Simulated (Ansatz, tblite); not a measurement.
Removing and adding an electron: AlB₆. Charge 0, multiplicity 2. Geometry: r2SCAN-D4/def2-SVP. Ansatz, gas phase; energy differences of separate SCF runs; the oxidised species is a singlet (the triplet lies 0.36 eV higher at PBE0-D4/def2-TZVP); the reduced species is a singlet (the triplet lies 0.63 eV higher at PBE0-D4/def2-TZVPD).

```xyz
7

Al    0.578    1.258   -0.870
B    -0.853   -0.961   -0.877
B    -0.346    1.341    1.002
B     0.447    0.077    1.489
B     0.570   -0.902    0.239
B     0.612   -0.762   -1.402
B    -1.008   -0.051    0.420
```

The xTB rows come from tblite. The structure comes from a short search, and lower isomers may exist.

```
                level  −HOMO (eV)  vertical IE (eV)  −LUMO (eV)  vertical EA (eV)  HOMO–LUMO gap (eV)  IE − EA (eV)                                                                              remarks
             GFN1-xTB           –             11.46           –              5.79                   –          5.67                                                                                    –
             GFN2-xTB           –              9.39           –              2.13                   –          7.26                                                                                    –
     PBE-D4/def2-TZVP        5.63              8.09        4.78                 –                0.84             –                                           restricted SCF unstable in HF (+1 singlet)
    PBE-D4/def2-TZVPD        5.63                 –        4.78              2.60                0.84             –                                                                                    –
    PBE0-D4/def2-TZVP        6.41              8.07        3.91                 –                2.50             –                                           restricted SCF unstable in HF (+1 singlet)
   PBE0-D4/def2-TZVPD        6.41                 –        3.91              2.50                2.50             –                                                                                    –
 r2SCAN0-D4/def2-TZVP        6.65              8.17        3.65                 –                2.99             –  restricted SCF unstable in HF (+1 singlet), spin-contaminated (⟨S²⟩ 0.88) (doublet)
r2SCAN0-D4/def2-TZVPD        6.65                 –        3.65              2.40                2.99             –                                              spin-contaminated (⟨S²⟩ 0.88) (doublet)
```

Run but left out: HF/def2-TZVPP, MP2/def2-TZVPP, CCSD/def2-TZVPP, CCSD(T)/def2-TZVPP (doublet: ⟨S²⟩ 1.41, where a pure state has 0.75).   HOMO and LUMO are the levels of the spin that leaves or enters (xTB has no such levels and no spin-polarisation term). Other spin states of the ions may lie lower, which would lower the ionisation energy or raise the affinity. Raw xTB energy differences between charge states are shifted by several eV; the methods need an empirical correction for them.
